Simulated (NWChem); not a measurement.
System: C3H3BF2; SMILES C#CCB(F)F

Here is an NWChem input.

```
start job
memory heap 200 mb stack 900 mb global 1100 mb
geometry units angstroms noautosym nocenter noautoz
  C      0.306598     2.690274     0.000000
  C     -0.258033     1.619742     0.000000
  C     -0.924388     0.329800     0.000000
  B      0.015192    -0.930936     0.000000
  F     -0.521552    -2.137293     0.000000
  F      1.326873    -0.858652     0.000000
  H      0.807610     3.640565     0.000000
  H     -1.595262     0.234704     0.874053
  H     -1.595262     0.234704    -0.874053
end
basis spherical
  * library pcsseg-1
end
dft
  xc bhlyp
  iterations 150
end
property
  shielding 8 1 2 3 4 5 6 7 8
end
task dft property
```

Structure relaxed at the PBE0/def2-SVP level.

GIAO values for the isolated, static molecule; σ is the absolute isotropic shielding, δ = σ(reference) − σ with the isolated reference molecule computed at the same levels (11B: boron trifluoride, 13C: tetramethylsilane, 19F: trichlorofluoromethane, 1H: tetramethylsilane).

Atoms are numbered as in the input.

Task: Give the results of this calculation. (BHandHLYP/pcSseg-1, GIAO.) Quantities: δ C1 (ppm); δ C2 (ppm); δ C3 (ppm); δ B4 (ppm); δ F5 (ppm); δ F6 (ppm); δ H7 (ppm).

Result: The δ C1 (ppm) comes out as 75.8 and the δ C2 (ppm) is 79.3. The δ C3 (ppm) is 3.0, the δ B4 (ppm) is 17.1 and the δ F5 (ppm) is -57.4. The δ F6 (ppm) is -51.2. The δ H7 (ppm) is 1.96.
